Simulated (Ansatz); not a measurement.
This Ansatz (a quantum-chemistry and plane-wave program) input (CCSD(T)/def2-QZVP) gives -81.22271 Eh with 204 basis functions. A basis named .json is the Basis Set Exchange file of that set (core-valence sets with the plain set on hydrogen).

Ansatz 0.2 input:
```yaml
crystal:
  periodic: [false, false, false]
  atoms:
    - {symbol: B, position_ang: [-0.91474652, -0.10148148, -0.02466265]}
    - {symbol: N, position_ang: [0.52235394, -0.06411667, 0.01039311]}
    - {symbol: H, position_ang: [-1.26973164, 1.09815991, 0.00322334]}
    - {symbol: H, position_ang: [1.12003754, 0.76684294, 0.04962353]}
    - {symbol: H, position_ang: [1.06694913, -0.90877879, -0.00228534]}
basis:
  gaussian:
    orbitals: def2-QZVP.json
total_charge: -1
magnetization: {spin_polarized: false}
correlation: {method: ccsd_t, electrons: outside_noble_gas}
```

Change:
```diff
- orbitals: def2-QZVP.json
+ orbitals: def2-TZVPPD.json
```

Task: What does the run give now?

Result: -81.20622 Eh (CCSD(T)/def2-TZVPPD, 125 functions), a change of +16.49 mEh.
